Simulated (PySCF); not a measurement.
Two-dimensional NMR puzzle

Compound of formula C₆H₇ClSi. Correlations simulated from computed shifts and the bond graph:

HSQC (one-bond C–H):
```csv
δH,δC
5.97,140.6
3.16,43.3
2.70,43.3
2.43,28.0
1.92,104.8
```

COSY cross peaks (H two or three bonds apart, from the bond graph; peaks can be absent where the dihedral angle is near 90°):
```csv
δH,δH
5.97,2.43
4.55,4.06
4.55,2.43
4.06,2.43
3.16,2.70
3.16,2.43
2.70,2.43
```

HMBC (two and three bonds, from the bond graph):
```csv
δH,δC
5.97,"141.8, 43.3, 28.0"
4.55,"140.6, 104.8, 85.9, 43.3, 28.0"
4.06,"140.6, 104.8, 85.9, 43.3, 28.0"
3.16,"141.8, 140.6, 28.0"
2.70,"141.8, 140.6, 28.0"
2.43,"141.8, 140.6, 85.9, 43.3"
1.92,85.9
```

Carbons without hydrogens: δ 141.8, 85.9.

Relativity neglected, no solvent, single conformer. PBE0/pcSseg-1 with gauge-including orbitals; geometry from GFN2-xTB; PySCF 2.14.0 with density-fitted response routines.

Shifts are taken against calculated references (same method and geometry level): ¹H (31.72 ppm) and ¹³C (186.93 ppm) against TMS.

Exchangeable hydrogens are left out of these lists.

**Question.** Which molecule is this?

**Answer.** SMILES C1=C(Cl)C[C@@H]1[SiH2]C#C.

Atom-mapped SMILES (the numbers label the heavy atoms): `[CH:1]#[C:2][SiH2:3][C@@H:4]1[CH:5]=[C:6]([Cl:7])[CH2:8]1`. Hydrogens are named by the atom that carries them. Ha(C8) is cis to Si3 on the ring; Ha(Si3) is pro-R; Hb(Si3) is pro-S; Hb(C8) is trans to Si3 on the ring.

1. δC 141.8 is C6, a fully substituted alkene carbon.
2. δC 140.6 is C5, an alkene CH (δH 5.97).
3. δC 104.8 is C1, a terminal alkyne carbon (δH 1.92).
4. δC 85.9 is C2, an alkyne carbon.
5. δC 43.3 is C8, an allylic sp3 CH2 (δH 2.70, 3.16).
6. δC 28.0 is C4, an allylic sp3 CH bonded to Si (δH 2.43).
7. HMBC from δH 5.97 reaches the proton-free carbon C6.
8. HMBC from δH 4.55 reaches the proton-free carbon C2.
9. HMBC from δH 4.06 reaches the proton-free carbon C2.
10. HMBC from δH 3.16 reaches the proton-free carbon C6.
11. COSY links 5.97–2.43, 4.55–4.06, 4.55–2.43, 4.06–2.43, 3.16–2.70, 3.16–2.43.

This is the structure that produced the data.

Carbons that carry Cl, above all several Cl atoms, come out too deshielded, partly because spin–orbit coupling is missing. Shifts are as computed. Against solution values, carbons near 30 ppm lie about +3 ppm off and those near 130 ppm about +5 ppm; carbons on Cl a further +6 ppm. Of 1309 compounds with measured shifts, 239 miss one by over three times the rms of a fit or turn the order of signals round; such compounds aren't used in these exercises.
